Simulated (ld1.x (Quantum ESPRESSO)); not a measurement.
gold: one change to a PAW potential, before and after

gold (Au), PAW, made with ld1.x (Quantum ESPRESSO) 7.5 (PBEsol, non-relativistic). Core [Kr] 4d10 4f14 5s2, reference 5p6 5d10 6s1 6p0. Waves: 6s (bound): rcut 2.10, rcutus 2.80 bohr; 6s channel at 1.9 Ry: rcut 2.10, rcutus 2.80 bohr; 5p (bound): rcut 1.85, rcutus 2.45 bohr; 6p (bound, empty): rcut 1.85, rcutus 2.45 bohr; 5d (bound): rcut 1.35, rcutus 1.80 bohr; 5d channel at 1 Ry: rcut 1.35, rcutus 1.80 bohr. Local part: all-electron potential smoothed inside 1.55 bohr (lloc = -2). Core correction: Bessel-smoothed model core inside 0.90 bohr. Augmentation charge: BESSEL, radius 1.35 bohr.

Change: scalar-relativistic.

Cutoffs: the cutoffs (Ry, on a coarse ladder) from which the occupation-weighted sum of valence levels, in a spherical-Bessel basis at the reference potential, stays within 10 and 1 mRy of its value at 400 Ry; they do not see the model core or the augmentation charge, which bear on the density cutoff. Errors are all-electron minus pseudo energies relative to the spin-unpolarised reference configuration.

Problem. What does the change do?

Solution. The potential gets neither clearly harder nor softer (35 Ry and 55 Ry → 35 Ry and 55 Ry); both files keep a bound ghost (s); the number of tests that count goes from 6 to 4; of the 4 tests that both files solve, the error grows in 2 and shrinks in 1 by more than 15 % and 0.3 meV (median size 3.2 → 6.2 meV).

| quantity | base | changed |
| --- | --- | --- |
| cutoff, loose | 35 Ry | 35 Ry |
| cutoff, tight | 55 Ry | 55 Ry |
| bound ghosts | s | s |
| tests counted (converged, no solver errors) | 6 of 7 | 4 of 7 |
| error for 5p6 5d10 6s0 6p0, meV [ΔE 7.27 → 9.44 eV] | +5.4 | +4.9 |
| error for 5p6 5d9 6s0 6p0, meV [ΔE 29.14 → 30.68 eV] | -1.0 | -1.4 |
| error for 5p6 5d8 6s0 6p0, meV [ΔE 63.95 → 64.58 eV] | -38 | -29 |
| error for 5p6 5d10 6s0.5 6p0, meV [ΔE 2.83 → 3.79 eV] | +0.5 | +7.4 |
| s: phases at 3.04 bohr within 0.05 rad from the reference energy up to (Ry; the scan ends near 5) | 3.8 | -0.0 |
| p: phases at 3.04 bohr within 0.05 rad from the reference energy up to (Ry; the scan ends near 5) | 3.4 | 3.3 |
| d: phases at 3.04 bohr within 0.05 rad from the reference energy up to (Ry; the scan ends near 5) | to the end of the scan | to the end of the scan |
| lowest overlap eigenvalue by channel | s 0.43, p 0.70, d 0.82 | s 0.45, p 0.69, d 0.82 |

Base: Tests not counted: 5p6 5d10 6s0 6p1 (solver errors, printed error -2.1 eV). These tests converged, but a pseudo level misses the all-electron one widely, so the file describes the atom poorly there or has found another state: 5p6 5d8 6s0 6p0: empty 6p by 13.8 eV. Changed file: Tests not counted: 5p6 5d9 6s2 6p0 (solver errors, printed error -15.6 eV); 5p5 5d10 6s1 6p0 (solver errors, printed error +63 meV); 5p6 5d10 6s0 6p1 (solver errors, printed error -2.3 eV). A true bound ghost makes a file unfit for plane-wave use even where its test errors are small: the radial tests pick states by their node count and pass the ghost by. Where a test does run into it, the solver fails or the error is huge.
